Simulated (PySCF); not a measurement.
## C₆ coefficients of unlike pairs at CAM-B3LYP

Calculated with PySCF 2.14 from the dipole response of each species, C₆(A,B) = (3/π) ∫ α_A(iu) α_B(iu) du, in atomic units, from isotropic polarisabilities. For ions this is the dispersion term alone; charge-induced terms of lower order in 1/R come first.

| species | configuration | basis | relativity | α (bohr³) | C₆ (like pair) |
| --- | --- | --- | --- | --- | --- |
| O | [He] 2s2 2p4 (3P) | dyall-acv3z (15s9p4d2f) | none | 5.139 | 15.50 |
| Cu | [Ar] 3d10 4s1 (2S) | dyall-av2z (16s12p7d2f) | spin-free X2C | 42.01 | 254.2 |
| Sn²⁺ | [Kr] 4d10 5s2 (1S) | aug-cc-pVQZ-PP with one added diffuse shell each of s, p, d, f, g type with ECP28MDF (8s8p6d4f3g) | core potential | 15.04 | 80.95 |

Q: Estimate C₆ for Sn²⁺ with Cu.

A: The integral gives 133.7. The combination rule 2 C_A C_B / (C_A α_B/α_A + C_B α_A/α_B) gives 129.8 and the geometric mean 143.4.

No spin-orbit coupling is included.

The other pairs:

| pair | C₆ |
| --- | --- |
| Sn²⁺, O | 34.70 |
| Cu, O | 53.46 |
